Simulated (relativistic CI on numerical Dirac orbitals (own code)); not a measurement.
## The 3d ions of charge 5+

Computed by Dirac-Coulomb-Breit CI, separate exchange-only KLI orbitals for each configuration, model QED (radiative potential, 1s self-energy scaled to tabulated hydrogen-like ionisation energies), valence Slater integrals scaled by 0.75 (own radial code, finite nucleus).

Each species is treated in one configuration, given outside its closed core, with all valence electrons in the open shell. Radial values are for the open shell of highest l, unscaled and averaged over j; ζ includes the Breit term. Labels give the leading LS character, summed over repeated terms.

```csv
Ion,Configuration,Its lowest level,LS weight (%),ζ (cm⁻¹),⟨r⟩ (bohr),⟨r²⟩ (bohr²),g_J,g√(J(J+1))
Cr⁵⁺,3d,2D_3/2,100,359.4,0.9537,1.094,0.799,1.55
Mn⁵⁺,3d2,3F_2,100,458.8,0.9068,0.9927,0.666,1.63
Fe⁵⁺,3d3,4F_3/2,100,576.5,0.8647,0.9056,0.399,0.77
Co⁵⁺,3d4,5D_0,100,714.9,0.8266,0.8302,,0.00
Ni⁵⁺,3d5,6S_5/2,100,875.9,0.7919,0.7644,2.001,5.92
Cu⁵⁺,3d6,?,?,?,?,?,?,?
Zn⁵⁺,3d7,4F_9/2,99,1276,0.7312,0.6555,1.331,6.62
```

(1) Fill in the row of Cu⁵⁺.

## Answers

(1) Its lowest level 5D_4; LS weight (%) 99; ζ (cm⁻¹) 1062; ⟨r⟩ (bohr) 0.7603; ⟨r²⟩ (bohr²) 0.7066; g_J 1.499; g√(J(J+1)) 6.70.
